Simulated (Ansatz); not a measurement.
Energy needed to pull apart BH₂OF₃ (SMILES [OH2+][B-](F)(F)F), closed shell, into free ground-state atoms, from the structure below (displaced at random from a GFN2-xTB minimum); no zero-point or spin–orbit terms; open-shell atoms are treated unrestricted, in their ground-state multiplicity.

| atom | x (Å) | y (Å) | z (Å) |
| --- | --- | --- | --- |
| O1 | -0.6295 | 0.8152 | 0.1709 |
| B2 | 0.6324 | -0.4270 | -0.0577 |
| F3 | 1.1628 | -0.5337 | 1.1628 |
| F4 | -0.1263 | -1.4439 | -0.4846 |
| F5 | 1.3882 | 0.1314 | -0.9878 |
| H6 | -1.2263 | 0.4938 | 0.8029 |
| H7 | -1.1018 | 0.9323 | -0.6535 |

Ansatz 0.2.0; basis: def2-TZVPP; cores frozen in the correlated methods.

| method | atomization energy (eV) |
| --- | --- |
| PBE-D4 | ? |
| r2SCAN-D4 | 30.83 |
| PBE0-D4 | ? |
| r2SCAN0-D4 | 30.05 |
| CAM-B3LYP-D4 | 30.89 |
| wB97M-V | 30.78 |
| HF | 22.62 |
| MP2 | 31.33 |
| CCSD | 29.54 |
| CCSD(T) | 30.02 |

Q: What does PBE0-D4 give? (An estimate is asked for; the value comes from the calculation.)

A: Computed: 30.43 eV, which is about 0.42 eV more than CCSD(T)/def2-TZVPP.

Q: What does PBE-D4 give? (Judge from chemistry; the value comes from the calculation.)

A: The calculation gives: 31.32 eV, which is about 1.31 eV more than CCSD(T)/def2-TZVPP.

In triple zeta the MP2 and coupled-cluster atomization energies are still short of their basis limit by a few kcal/mol a bond, whereas those of the functionals are nearly converged, so these differences are not deviations from converged CCSD(T).

The T1 diagnostic stays at or below 0.011.

For scale, one of the runs: CCSD(T)/def2-TZVPP, 183 basis functions (an equivalent command: `ansatz run in.yaml --threads 8`). Hardware: 8 CPU threads, shared host. Wall time 41 s; peak host memory 2.2 GiB.
